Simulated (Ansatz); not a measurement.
BeSi₄⁻. The state is a doublet with charge -1. Geometry PBE-D4/def2-SVPD; atoms count from 1.

Cartesian coordinates in Å:
```
Be 0.193 -1.599 0.084
Si 0.169 -0.106 -1.584
Si -0.164 1.762 -0.110
Si -1.357 -0.210 0.523
Si 1.159 0.153 1.087
```

Another isomer (doublet) lies 0.13 eV lower at PBE0-D4/def2-TZVPD; other spin states weren't run for this one.

(1) Estimate the Mulliken populations from the PBE0/def2-TZVPD orbitals of Ansatz.

(2) Where does the spin sit?

(3) And the Mayer bond orders between bonded heavy atoms (over 0.3)?

Answers

(1) 
```tsv
atom	charge (e)	spin (α − β)
Be1	-0.38	0.14
Si2	-0.13	0.30
Si3	-0.25	-0.08
Si4	-0.13	0.35
Si5	-0.13	0.30
```
Mulliken values and Mayer orders depend strongly on the basis. With diffuse functions, as here, like atoms can get unlike values, and bond orders can come out too low or too high.

(2) Summed by element: Be 0.14, Si 0.86, of 1 unpaired in all. Largest on single atoms: Si4 0.35, Si2 0.30, Si5 0.30.

(3) Be1–Si2 0.74 (2.24 Å); Be1–Si4 0.94 (2.13 Å); Be1–Si5 0.74 (2.24 Å); Si2–Si3 0.78 (2.40 Å); Si2–Si4 0.69 (2.60 Å); Si3–Si4 0.78 (2.39 Å); Si3–Si5 0.78 (2.40 Å); Si4–Si5 0.69 (2.60 Å). Values over 0.3 also appear between atoms too far apart for a bond (Be1–Si3 0.47 at 3.39 Å; Si2–Si5 0.47 at 2.86 Å); they arise where an orbital or an unpaired electron spreads over both atoms.
